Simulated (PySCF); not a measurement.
**Polarisability and C₆ of Cd³⁺ (cadmium, charge +3)**

[Kr] 4d9, 2D determinant. Computed with PySCF 2.14 in dyall-ae2z, with the spin-free X2C one-electron Hamiltonian (Gaussian nucleus). Coupled (time-dependent) response in atomic units; α is the mean over directions. The basis has no added diffuse functions, which lowers α and C₆. A double-zeta set is small for polarisabilities.

| method | mean α (bohr³) | α xx, yy, zz | C₆ (like pair) | S(−4) |
| --- | --- | --- | --- | --- |
| PBE0 | 3.572 | 3.501, 3.501, 3.715 | 15.91 | 2.050 |

S(−4) is the Cauchy moment in α(ω) = α(0) + S(−4) ω² + …

Spin-orbit coupling is absent.

α(iu) at PBE0:

```json
{"u (hartree)": "0", "α(iu) (bohr³)": "3.572"}
{"u (hartree)": "0.0500", "α(iu) (bohr³)": "3.567"}
{"u (hartree)": "0.100", "α(iu) (bohr³)": "3.552"}
{"u (hartree)": "0.200", "α(iu) (bohr³)": "3.493"}
{"u (hartree)": "0.300", "α(iu) (bohr³)": "3.403"}
{"u (hartree)": "0.500", "α(iu) (bohr³)": "3.160"}
{"u (hartree)": "0.750", "α(iu) (bohr³)": "2.814"}
{"u (hartree)": "1.00", "α(iu) (bohr³)": "2.480"}
{"u (hartree)": "1.50", "α(iu) (bohr³)": "1.918"}
{"u (hartree)": "2.00", "α(iu) (bohr³)": "1.497"}
{"u (hartree)": "3.00", "α(iu) (bohr³)": "0.9610"}
{"u (hartree)": "5.00", "α(iu) (bohr³)": "0.4780"}
```

For an ion, C₆ is the dispersion term alone; charge-induced terms of lower order in 1/R come first.

The components differ because the open shell of this determinant is not spherical; for a pure term their mean is the scalar polarisability.
